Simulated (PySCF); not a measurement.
A run for PySCF: R-M06-2X/def2-TZVPPD on CH4 (SMILES C).

```python
from pyscf import gto, dft

mol = gto.M(
    atom='''
    C     0.20739318   -0.09873784    3.73408203
    H     1.25755555   -0.38956358    3.75004363
    H     0.09898019    0.85273328    3.21562348
    H    -0.37925191   -0.86268787    3.22507273
    H    -0.15071778    0.00414929    4.75728861
    ''',
    basis='def2-tzvppd',
    charge=0, spin=0, verbose=4, max_memory=1800)
mf = dft.RKS(mol, xc='m062x').density_fit(auxbasis='def2-universal-jkfit')
mf.grids.level = 4
mf.conv_tol = 1e-9
mf.max_cycle = 150
mf.kernel()
mf.dip_moment()
```

Give the final energy of this run.

-40.5020 hartree.
